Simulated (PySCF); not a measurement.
[Nd(H2O)4]2+ at several levels of theory

Computed with PySCF 2.14.0 (density fitting, no spin-orbit coupling) at the geometry relaxed with PBE0:

```xyz
13
[Nd(H2O)4]2+ (singlet in the valence; each metal's 4f electrons, 4 of them, lie in its core potential, out of spins and levels)
Nd    0.0000    0.0000    0.0000
O     1.5429    1.4178    1.4797
H     1.4653    1.5908    2.4319
H     2.3464    1.8981    1.2222
O    -1.5428   -1.4797    1.4178
H    -2.3467   -1.2222    1.8979
H    -1.4651   -2.4320    1.5909
O     1.5429   -1.4178   -1.4797
H     2.3464   -1.8981   -1.2222
H     1.4653   -1.5908   -2.4319
O    -1.5428    1.4797   -1.4178
H    -1.4651    2.4320   -1.5909
H    -2.3467    1.2222   -1.8979
```

| level | basis | state | HOMO (eV) | gap (eV) | charge on Nd1 (e) | population of f-type functions on Nd1 (polarisation alone where 4f lies in the core) | dipole about the centre of mass (D) | largest force component (eV/Å) |
| --- | --- | --- | --- | --- | --- | --- | --- | --- |
| PBE0 | Nd lcecp-0-SVP with ECP50, O def2-SVP, H def2-SVP | singlet | – | – | 1.29 | 0.02 | 0.00 | 0.01 |
| PBE | the same | singlet | – | – | 1.16 | 0.02 | 0.00 | 0.51 |
| BLYP | the same | singlet | – | – | 1.14 | 0.02 | 0.00 | 0.62 |

In the lcecp rows the 4f levels are missing from HOMO and gap, and the state counts the valence alone.

Charges are Mulliken's, which hang on the basis. The relaxation used the grid (50, 194), these runs (75, 302) or, all-electron (x2c bases, spin-free X2C Hamiltonian), (99, 590).

Problem. What does PBE0 with Nd lcecp-0-TZVP with ECP50, O def2-TZVP, H def2-TZVP give here?

Solution. state singlet, charge on Nd1 (e) 1.63, population of f-type functions on Nd1 (polarisation alone where 4f lies in the core) 0.03, dipole about the centre of mass (D) 0.00, largest force component (eV/Å) 0.23. Time: 34 s on 2 threads of Arm Neoverse V2, with other jobs on the host, from free ions and atoms.

No frequency check is given that shows the relaxed geometry to be a minimum, and it was reached by following one of several unstable modes of a saddle point. An lcecp potential fixes the number of 4f electrons, so in runs with it no electron can move into or out of that shell; real Nd(II) is rare or takes another configuration.
